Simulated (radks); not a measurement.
Initial-state core-level shifts of the gallium ion Ga+ when its valence configuration changes from [Ar] 3d10 4s2. Method: scalar-relativistic Kohn-Sham, PBE, spin-polarised, spherical densities, finite nucleus; open shells are filled with parallel spins first; Fermi nuclear charge, rms radius 3.9973 fm; computed with a radial shooting solver on a logarithmic mesh with Libxc functionals. Shifts are changes of the shell-averaged eigenvalues in eV (positive: less bound); the change of the density at the nucleus, which sets a Mossbauer isomer shift, is in e/bohr^3, on a base of 2.856e+04.

valence                2s       2p       3s       3p  density at nucleus
3d9.5 4s2 4p0.5    -5.817   -5.775   -5.123   -5.018              +4.524
3d10 4s1.5 4p0.5   -0.862   -0.863   -0.906   -0.904              -6.850
3d9 4s1.5 4p1.5   -12.578  -12.488  -11.051  -10.829              +1.157
3d9 4s2 4p1       -11.891  -11.803  -10.337  -10.119              +9.371
3d10 4s1 4p1       -1.595   -1.596   -1.686   -1.682             -14.063
3d8 4s2 4p2       -24.798  -24.609  -21.008  -20.551             +19.988
3d10 4p2           -3.281   -3.284   -3.452   -3.445             -29.127
3d8.5 4s2 4p1.5   -18.220  -18.082  -15.635  -15.299             +14.533
3d9.5 4s1 4p1.5    -7.242   -7.198   -6.620   -6.507             -10.871
